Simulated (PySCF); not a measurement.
## Working out the ionisation energy of Sb

Sb [Kr] 4d10 5s2 5p3 (4S) → Sb⁺ [Kr] 4d10 5s2 5p2 (3P). Computed with PySCF 2.14 in cc-pVDZ-PP with ECP28MDF, with a scalar-relativistic core potential. Frozen: 4s2 4p6 4d10. Energies in hartree (1 hartree = 27.21139 eV):

```csv
part,Sb (lower),Sb⁺ (upper)
UHF,-239.272659,-238.956599
CCSD correlation,-0.058976,-0.049917
(T),-0.000592,-0.000514
```

**Question.** What does Hartree-Fock give?

**Answer.** (-238.956599) − (-239.272659) = 0.316060 hartree = 8.600 eV.

**Question.** What do CCSD and CCSD(T) give?

**Answer.** The CCSD correlation energies differ by 0.009059 hartree = 0.247 eV and the triples by 0.000078 hartree = 0.002 eV, so CCSD gives 8.847 eV and CCSD(T) 8.849 eV.

Measured between the centres of the two terms (NIST): 9.124 eV, so CCSD(T) (valence) is off by -0.275 eV.

A double-zeta basis recovers only part of the correlation energy.

What remains against the reference includes basis incompleteness, the frozen core and higher excitations.
